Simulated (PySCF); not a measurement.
Some computed properties have been withheld. Give your best values.

C5H6F3N.
SMILES with atom numbers: `[CH2:1]=[N:2][C:3](=[CH2:4])[CH2:5][C:6]([F:7])([F:8])[F:9]` (hydrogens: H10, H11 on C1; H12, H13 on C4; H14, H15 on C5)

Conformer (atom-mapped SMILES and torsion angles): `[CH2:1]=[N:2][C:3](=[CH2:4])[CH2:5][C:6]([F:7])([F:8])[F:9]`: C1–N2–C3–C4 -52°, N2–C3–C5–C6 -82°, C3–C5–C6–F7 61°.

```json
{"property": "point group of the GFN2-xTB geometry", "level": "GFN2-xTB", "value": "C1"}
{"property": "rotational constants A, B, C of the GFN2-xTB geometry", "level": "GFN2-xTB", "value": "2.789, 1.174, 1.021 GHz"}
{"property": "dipole moment", "level": "CAM-B3LYP/def2-SVPD", "value": "2.26 D"}
{"property": "HOMO energy", "level": "CAM-B3LYP/def2-SVPD", "value": "-8.49 eV"}
{"property": "LUMO energy", "level": "CAM-B3LYP/def2-SVPD", "value": "?"}
{"property": "lowest singlet excitation", "level": "TDDFT CAM-B3LYP/def2-SVPD", "value": "?"}
{"property": "strongest line among the 8 lowest singlet transitions", "level": "TDDFT CAM-B3LYP/def2-SVPD", "value": "?"}
{"property": "lowest triplet excitation (Tamm–Dancoff)", "level": "TDA CAM-B3LYP/def2-SVPD", "value": "?"}
{"property": "static isotropic polarisability", "level": "CAM-B3LYP/def2-SVPD", "value": "71.0 au"}
{"property": "electronic spatial extent ⟨r²⟩ about the centre of nuclear charge", "level": "CAM-B3LYP/def2-SVPD", "value": "1167 bohr²"}
```

Gas-phase values; electronic properties from PySCF, density fitting. Isolated species at its GFN2-xTB geometry (one conformer only).

The LUMO energy?

-0.20 eV.

The strongest line among the 8 lowest singlet transitions?

S3 at 6.59 eV (188 nm, f = 0.127).

What is the lowest triplet excitation (Tamm–Dancoff)?

3.43 eV.

What is the lowest singlet excitation?

4.46 eV (278 nm, f = 0.036).

The rotational constants make it an asymmetric top with κ = (2B − A − C)/(A − C) = -0.83, nearer the prolate limit (−1). With B = h/(8π²I), that is 505.379 GHz u Å² over I, the principal moments of inertia are 181.2, 430.4 and 495.1 u Å² (most abundant isotopes). The principal polarisabilities are 56.6, 74.4 and 82.0 au; their mean is the isotropic value. The largest Löwdin shares of the HOMO are 0.31 on N2, 0.28 on C4, 0.20 on C3 and 0.08 on C1.

For the TDDFT job (CAM-B3LYP/def2-SVPD), the run took 68 s wall on one thread, Arm Neoverse V1 (shared host).
